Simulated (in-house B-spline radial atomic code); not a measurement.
RPA and G0W0 on BHandHLYP: F⁸⁺

Configuration 1s1, highest spin, mean-field start BHandHLYP. Computed with an all-electron radial atomic-structure program (B-spline basis): all electrons, scalar-relativistic (spin-free one-electron X2C), finite nucleus, each spin shell either full or empty, empty states to l = 9 with an (l + 1/2)⁻⁴ tail; G0W0 by contour deformation at full frequency.

With one electron the exact correlation energy is zero, so what RPA and GW give is self-correlation.

Command:
```bash
python run_gw.py task.json out
```
Settings (radii: box in bohr, nucleus in fm):
```
Z                        9
electrons                1
configuration            1s1
hamiltonian              x2c
method                   bhandhlyp
lmax                     9
rms_radius               2.8976
spin_polarised           True
box_radius               7.7
intervals                68
ion_configuration        bare nucleus
```

Time taken, with all properties: 0.8 s on 1 thread of Arm Neoverse N1, with other jobs on the host.

Energies (hartree):

```json
{"term": "mean-field total", "value": "-40.53204"}
{"term": "Hartree-Fock functional on these orbitals", "value": "-40.54360"}
{"term": "direct second order", "value": "-0.022917"}
{"term": "second-order exchange", "value": "0.022917"}
{"term": "SOSEX correction", "value": "0.022608"}
```

Problem. What is the RPA correlation energy, and what remains with SOSEX?

Solution. RPA gives -0.022608 hartree (-0.615 eV per electron); RPA + SOSEX gives 0, and the second-order doubles 0 hartree (no singles). SOSEX takes back 100 % of the RPA value.

Quasi-particle levels (eV):

```csv
level,occupied,mean field,Σx - vxc,Σc,QP weight,G0W0
1s up,yes,-1074.77,-28.48,?,?,?
1s down,no,-951.47,0.00,-2.54,0.999,-954.01
```

G0W0 = mean field + (Σx - vxc) + Σc, with Σc (partial-wave tail included) taken at the quasi-particle energy.

Problem. Where does G0W0 put 1s up?

Solution. At -1103.02 eV, with Σc = 0.23 eV and a quasi-particle weight of 0.998. The tabulated removal energy is 1103.118 eV (NIST, tabulated theory).

Problem. What does it cost to remove one electron (to the bare nucleus) by differences of total energies, each species on its own start (correlation terms add to the Hartree-Fock functional)?

Solution. BHandHLYP 1102.93 eV, Hartree-Fock functional 1103.25 eV, + RPA 1103.86 eV, + RPA + SOSEX 1103.25 eV, + second order 1103.25 eV. Tabulated: 1103.118 eV (NIST, tabulated theory).
